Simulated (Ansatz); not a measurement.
These are CAM-B3LYP-D3(BJ)/def2-TZVP (Ansatz, an electronic-structure program) values and carry that method's errors. No frequencies were computed at this level.

Ansatz 0.2 input:
```yaml
crystal:
  periodic: [false, false, false]
  atoms:
    - { symbol: B, position_ang: [1.508073, -0.029386, -0.081733] }
    - { symbol: C, position_ang: [0.027084, -0.00042, -0.051038] }
    - { symbol: C, position_ang: [-1.144892, 0.698922, -0.183283] }
    - { symbol: B, position_ang: [-1.307121, -0.662121, 0.293736] }
    - { symbol: H, position_ang: [2.083466, 0.306743, 0.882772] }
    - { symbol: H, position_ang: [2.104081, -0.4168, -1.012509] }
    - { symbol: H, position_ang: [-1.385249, 1.686351, -0.516348] }
    - { symbol: H, position_ang: [-1.885441, -1.583288, 0.668404] }
basis:
  gaussian: { orbitals: def2-tzvp }
hamiltonian:
  xc: cam_b3lyp
  dispersion: d3bj
relax:
  max_steps: 150
```

Output:

```
Functional definition: CAM-B3LYP
874 factors; their error is unknown
318 factors; integrals over basis functions are off by at most 1.6e-6 eV
mean field evaluation 1: about -3483.9448 eV, gradient 4.3e1 eV
mean field evaluation 2: about -3484.5229 eV, gradient 4.0e1 eV
mean field evaluation 4: about -3488.5005 eV, gradient 1.2e0 eV
mean field evaluation 8: about -3488.4946 eV, gradient 3.9e-1 eV
mean field evaluation 16: about -3488.4949 eV, gradient 2.0e-5 eV
mean field -3488.49486362 eV, -128.1998216514 hartree, gradient 2.0e-5 eV, S^2 0.000000; 0 other end points of the search recorded, 0 dependent functions left out
reference -3488.49499032 eV, -128.1998263076 hartree; 13, 13 occupied and 135, 135 virtual orbitals, 874 factors
relax step   1: F+E_penalty+E_count = -3488.59522446 eV  Δ(F+E_penalty+E_count) = +0.000e0 eV  max|allowed force component| = 1.694e0 eV/Å  Δτ_max = 0.0000 Å  (28 SCF iters, accepted)
these checks for a lower state are left out or cut short: starts, cluster_reference, orbital_swaps, neighbouring_geometries, increment
874 factors; their error is unknown
318 factors; integrals over basis functions are off by at most 1.7e-6 eV
mean field -3488.53922892 eV, -128.2014520461 hartree, gradient 1.2e-5 eV, S^2 0.000000; 0 other end points of the search recorded, 0 dependent functions left out
reference -3488.53935578 eV, -128.2014567082 hartree; 13, 13 occupied and 135, 135 virtual orbitals, 874 factors
relax step   2: F+E_penalty+E_count = -3488.63962778 eV  Δ(F+E_penalty+E_count) = -4.440e-2 eV  max|allowed force component| = 5.984e-1 eV/Å  Δτ_max = 0.0257 Å  (33 SCF iters, accepted)
these checks for a lower state are left out or cut short: starts, cluster_reference, orbital_swaps, neighbouring_geometries, increment
874 factors; their error is unknown
318 factors; integrals over basis functions are off by at most 1.7e-6 eV
mean field -3488.54932120 eV, -128.2018229303 hartree, gradient 1.2e-5 eV, S^2 0.000000; 0 other end points of the search recorded, 0 dependent functions left out
reference -3488.54944809 eV, -128.2018275937 hartree; 13, 13 occupied and 135, 135 virtual orbitals, 874 factors
relax step   3: F+E_penalty+E_count = -3488.64980971 eV  Δ(F+E_penalty+E_count) = -1.018e-2 eV  max|allowed force component| = 1.220e-1 eV/Å  Δτ_max = 0.0297 Å  (33 SCF iters, accepted)
these checks for a lower state are left out or cut short: starts, cluster_reference, orbital_swaps, neighbouring_geometries, increment
874 factors; their error is unknown
318 factors; integrals over basis functions are off by at most 1.7e-6 eV
mean field evaluation 32: about -3488.5183 eV, gradient 3.9e0 eV
mean field -3488.55229586 eV, -128.2019322471 hartree, gradient 1.4e-5 eV, S^2 0.000000; 0 other end points of the search recorded, 0 dependent functions left out
reference -3488.55242266 eV, -128.2019369070 hartree; 13, 13 occupied and 135, 135 virtual orbitals, 874 factors
relax step   4: F+E_penalty+E_count = -3488.65285576 eV  Δ(F+E_penalty+E_count) = -3.046e-3 eV  max|allowed force component| = 1.555e-1 eV/Å  Δτ_max = 0.0564 Å  (33 SCF iters, accepted)
these checks for a lower state are left out or cut short: starts, cluster_reference, orbital_swaps, neighbouring_geometries, increment
874 factors; their error is unknown
318 factors; integrals over basis functions are off by at most 1.6e-6 eV
mean field -3488.54799408 eV, -128.2017741598 hartree, gradient 1.5e-5 eV, S^2 0.000000; 0 other end points of the search recorded, 0 dependent functions left out
reference -3488.54812083 eV, -128.2017788177 hartree; 13, 13 occupied and 135, 135 virtual orbitals, 874 factors
relax step   5: F+E_penalty+E_count = -3488.64867164 eV  Δ(F+E_penalty+E_count) = +4.184e-3 eV  max|allowed force component| = 2.889e-1 eV/Å  Δτ_max = 0.0747 Å  (32 SCF iters, rejected (line search))
these checks for a lower state are left out or cut short: starts, cluster_reference, orbital_swaps, neighbouring_geometries, increment
874 factors; their error is unknown
318 factors; integrals over basis functions are off by at most 1.7e-6 eV
mean field -3488.55592952 eV, -128.2020657815 hartree, gradient 1.2e-5 eV, S^2 0.000000; 0 other end points of the search recorded, 0 dependent functions left out
reference -3488.55605624 eV, -128.2020704386 hartree; 13, 13 occupied and 135, 135 virtual orbitals, 874 factors
relax step   6: F+E_penalty+E_count = -3488.65658919 eV  Δ(F+E_penalty+E_count) = -3.733e-3 eV  max|allowed force component| = 4.670e-2 eV/Å  Δτ_max = 0.0373 Å  (33 SCF iters, accepted)
these checks for a lower state are left out or cut short: starts, cluster_reference, orbital_swaps, neighbouring_geometries, increment
874 factors; their error is unknown
318 factors; integrals over basis functions are off by at most 1.7e-6 eV
mean field -3488.55547936 eV, -128.2020492385 hartree, gradient 1.2e-5 eV, S^2 0.000000; 0 other end points of the search recorded, 0 dependent functions left out
reference -3488.55560608 eV, -128.2020538956 hartree; 13, 13 occupied and 135, 135 virtual orbitals, 874 factors
relax step   7: F+E_penalty+E_count = -3488.65617031 eV  Δ(F+E_penalty+E_count) = +4.189e-4 eV  max|allowed force component| = 2.492e-2 eV/Å  Δτ_max = 0.0425 Å  (33 SCF iters, rejected (line search))
these checks for a lower state are left out or cut short: starts, cluster_reference, orbital_swaps, neighbouring_geometries, increment
874 factors; their error is unknown
318 factors; integrals over basis functions are off by at most 1.7e-6 eV
mean field evaluation 64: about -3488.5563 eV, gradient 6.8e-3 eV
mean field -3488.55629919 eV, -128.2020793668 hartree, gradient 1.2e-5 eV, S^2 0.000000; 0 other end points of the search recorded, 0 dependent functions left out
reference -3488.55642592 eV, -128.2020840243 hartree; 13, 13 occupied and 135, 135 virtual orbitals, 874 factors
relax step   8: F+E_penalty+E_count = -3488.65700625 eV  Δ(F+E_penalty+E_count) = -4.171e-4 eV  max|allowed force component| = 9.083e-3 eV/Å  Δτ_max = 0.0213 Å  (33 SCF iters, accepted)
874 factors; their error is unknown
318 factors; integrals over basis functions are off by at most 1.7e-6 eV
mean field -3488.55629919 eV, -128.2020793668 hartree, gradient 1.2e-5 eV, S^2 0.000000; 1 other end points of the search recorded, 0 dependent functions left out
reference -3488.55642592 eV, -128.2020840243 hartree; 13, 13 occupied and 135, 135 virtual orbitals, 874 factors
Total energy: -3488.65713299 eV, -128.2057849405 hartree
Atom 0 at     1.493287    -0.039492    -0.050153 Å, force    -0.003179     0.000737    -0.000125 eV/Å
Atom 1 at     0.023767     0.131450    -0.048609 Å, force     0.005434     0.003168    -0.001328 eV/Å
Atom 2 at    -1.177615     0.726367    -0.211511 Å, force     0.000317    -0.009083     0.003307 eV/Å
Atom 3 at    -1.246219    -0.613624     0.275188 Å, force    -0.002923     0.002877    -0.000903 eV/Å
Atom 4 at     2.116227     0.203850     0.933730 Å, force     0.001492    -0.001300     0.000447 eV/Å
Atom 5 at     2.033039    -0.495918    -1.007052 Å, force     0.000991    -0.001688     0.000634 eV/Å
Atom 6 at    -1.503437     1.697060    -0.547756 Å, force    -0.003621     0.005235    -0.001711 eV/Å
Atom 7 at    -1.739047    -1.609693     0.656165 Å, force     0.001488     0.000055    -0.000321 eV/Å
Dipole moment:    -0.042833     0.137403    -0.047745 e Å
```

Cost: about 24 core-seconds (a rough figure).
